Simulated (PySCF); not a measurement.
**The third ionisation energy along the second row**

All values are computed (PySCF 2.14, energy differences of UHF-based or UKS calculations, no spin-orbit coupling). Values in eV. The last column holds reference values (NIST; (s) semi-empirical, (t) theoretical, else measured). Unmarked ones compare directly (S terms, centres of terms, or small fine structure); those marked * lie between the lowest fine-structure levels and include a spin-orbit shift.

| element | configurations | UHF | MP2 (valence) | SCS-MP2 (valence) | CCSD (valence) | CCSD(T) (valence) | reference |
| --- | --- | --- | --- | --- | --- | --- | --- |
| Be (jorge-DZP-DKH, spin-free X2C) | 1s2 → 1s1 | 152.86 | 153.20 | 153.27 | 153.25 | 153.25 | 153.90 (t) |
| B (jorge-DZP-DKH, spin-free X2C) | [He] 2s1 → 1s2 | 37.805 | n/a | n/a | n/a | n/a | 37.931 |
| C (jorge-DZP-DKH, spin-free X2C) | [He] 2s2 → [He] 2s1 | 45.765 | 46.855 | 47.073 | 47.728 | 47.728 | 47.888 |
| N (jorge-DZP-DKH, spin-free X2C) | [He] 2s2 2p1 → [He] 2s2 | 47.193 | 47.204 | 47.151 | 46.964 | 46.978 | 47.445 (s) * |
| O (jorge-DZP-DKH, spin-free X2C) | [He] 2s2 2p2 → [He] 2s2 2p1 | 54.847 | 54.959 | 54.868 | 54.715 | 54.717 | 54.936 (s) * |
| F (jorge-DZP-DKH, spin-free X2C) | [He] 2s2 2p3 → [He] 2s2 2p2 | 62.714 | 62.930 | 62.779 | 62.669 | 62.665 | 62.708 (s) * |
| Ne (jorge-DZP-DKH, spin-free X2C) | [He] 2s2 2p4 → [He] 2s2 2p3 | 62.329 | 62.858 | 62.847 | 62.851 | 62.860 | 63.423 * |

"Valence" correlates the outer s and p shells and, in groups 3 to 12 and the f block, the outer d or f shell, open or full, or the next shell where the ion has no valence electron left; the wider scheme adds the next inner shell.
